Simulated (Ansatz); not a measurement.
A run for Ansatz (a quantum-chemistry and plane-wave program): R-CCSD(T)/def2-SVP on Cl3FSi (SMILES F[Si](Cl)(Cl)Cl).

Ansatz 0.2 input:
```yaml
crystal:
  periodic: [false, false, false]
  atoms:
    - {symbol: Si, position_ang: [-0.03465544, -0.02179860, 0.05130222]}
    - {symbol: Cl, position_ang: [0.54843280, -1.61921426, -1.04858397]}
    - {symbol: Cl, position_ang: [-1.22016893, 1.20245803, -1.04287551]}
    - {symbol: Cl, position_ang: [1.57550177, 0.98597580, 0.75362561]}
    - {symbol: F, position_ang: [-0.86911020, -0.54732097, 1.28653166]}
basis:
  gaussian:
    orbitals: def2-SVP
magnetization: {spin_polarized: false}
correlation: {method: ccsd_t, electrons: outside_noble_gas}
scf: {lower_state_search: off}
```

The log:

```
WARN ansatz: RAYON_NUM_THREADS=4 ignored (pool sized by the plan → 4); use --threads N
Functional definition: HF
these checks for a lower state are left out or cut short: stability, starts, cluster_reference, orbital_swaps, neighbouring_geometries, increment
integrals: 0.07 GiB planned
770 factors; integrals over basis functions are off by at most 9.2e-4 eV
mean field: 0.30 GiB planned
mean field evaluation 1: about -48066.2254 eV, gradient 3.0e1 eV
mean field evaluation 2: about -48066.3182 eV, gradient 3.1e1 eV
mean field evaluation 4: about -48068.4190 eV, gradient 1.7e0 eV
mean field evaluation 8: about -48068.4376 eV, gradient 1.4e-1 eV
mean field -48068.43766532 eV, -1766.4825022432 hartree, gradient 4.7e-6 eV, S^2 0.000000; 0 other end points of the search recorded, 0 dependent functions left out
21 core orbitals not correlated
reference -48068.43766532 eV, -1766.4825022432 hartree; 16, 16 occupied and 49, 49 virtual orbitals, 770 factors
second order -18.17258482 eV of doubles, -0.00000000 eV of singles
coupled cluster: 0.20 GiB planned
cycle   1  -18.78893550 eV  change   -6.2e-1 eV  update   8.4e-2
cycle   2  -19.10927025 eV  change   -3.2e-1 eV  update   2.3e-2
cycle   3  -19.18325067 eV  change   -7.4e-2 eV  update   1.1e-2
cycle   4  -19.18196555 eV  change    1.3e-3 eV  update   2.1e-3
cycle   5  -19.18067503 eV  change    1.3e-3 eV  update   7.5e-4
cycle   6  -19.18051592 eV  change    1.6e-4 eV  update   2.2e-4
cycle   7  -19.18043707 eV  change    7.9e-5 eV  update   5.0e-5
cycle   8  -19.18043747 eV  change   -4.0e-7 eV  update   1.4e-5
perturbative correction -0.38484608 eV, -0.0141428325 hartree
Total energy: -48088.00294887 eV, -1767.2015131519 hartree
Checks for a lower state left out: stability, starts, cluster_reference, orbital_swaps, neighbouring_geometries, increment
```

The calculation finished and met its thresholds.

Cost: about 4 core-seconds (a rough figure).
